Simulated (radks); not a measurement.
Values are calculated unless marked as measured or tabulated.
All-electron atom: Sm45+ in [Ne] 3s2 3p5. Level of theory: scalar-relativistic Kohn-Sham, PBE, spin-polarised, spherical densities, finite nucleus; open shells are filled with parallel spins first (spin-orbit coupling, left out, can overturn this in heavy ions); Fermi nuclear charge, rms radius 5.0819 fm (a radial shooting solver on a logarithmic mesh with Libxc functionals).

Normalised radial functions P(r) = r R(r), r in bohr:

```
   r/bohr * 2s down, o 3p down (the largest magnitude, 3.38, reaches the edge; | marks zero, & curves that meet)
 0.001247                             o   *
 0.001547                             o    *
 0.001921                             o     *
 0.002403                             o      *
 0.002982                             o       *
 0.003701                             o        *
 0.004593                             |o         *
 0.005701                             |o          *
 0.007075                             |o           *
 0.008781                             | o           *
   0.0109                             | o           *
  0.01353                             |  o          *
  0.01692                             |    o      *
    0.021                             |     o *
  0.02607                             |  *    o
  0.03235                          *  |        o
  0.04015                   *         |          o
  0.04983           *                 |          o
  0.06185     *                       |         o
  0.07676  *                          |      o
  0.09526   *                         | o
   0.1192        *               o    |
   0.1479              *  o           |
   0.1836            o        *       |
   0.2278           o             *   |
   0.2828              o             *|
   0.3509                   o         *
   0.4356                        o    *
   0.5406                            o*
   0.6709                             &
```

2s down: eigenvalue -10404.3 eV, 1 radial node at r = 0.0295 bohr, <r> = 0.0960 bohr, 90 % of the charge inside 0.148 bohr. 3p down: eigenvalue -3769.4 eV, 1 radial node at r = 0.102 bohr, <r> = 0.229 bohr, 90 % of the charge inside 0.339 bohr.
